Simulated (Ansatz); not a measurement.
`F[SiH2][SiH2]Cl` + H• → `F[SiH][SiH2]Cl`• + H₂  (hydrogen abstraction from the Si–H bond)

Gas-phase electronic energies from Ansatz, PBE0-D4/def2-TZVP geometries. CCSD(T)/CBS adds triple-zeta CCSD(T) − MP2 to the extrapolated MP2 energy (def2 sets, frozen cores). This one scheme is used for every species, atoms too. DFT in def2-TZVPP. Open shells (•) are unrestricted, without spin–orbit coupling. One conformer a species, not always the lowest.

CCSD(T)/CBS gives -13.7 kcal/mol.

Q: Another level gave -12.2 kcal/mol. Which?
A. r2SCAN/def2-TZVPP
B. B2PLYP/def2-TZVPP
C. PBE-D4/def2-TZVPP
D. ωB97X-V/def2-TZVPP

A: D. ωB97X-V -12.2, PBE-D4 -16.0, B2PLYP -14.7, r2SCAN -16.9 kcal/mol.

Largest T1 diagnostic among the species: 0.014.

In def2-TZVPP, CCSD(T) changes the Hartree–Fock value by −6.2 kcal/mol (the triples alone add −0.0 kcal/mol) and MP2 by −3.5 kcal/mol. From PBE to PBE0 (25 % exact exchange), in def2-TZVPP and without D4, ΔE moves by +1.8 kcal/mol.
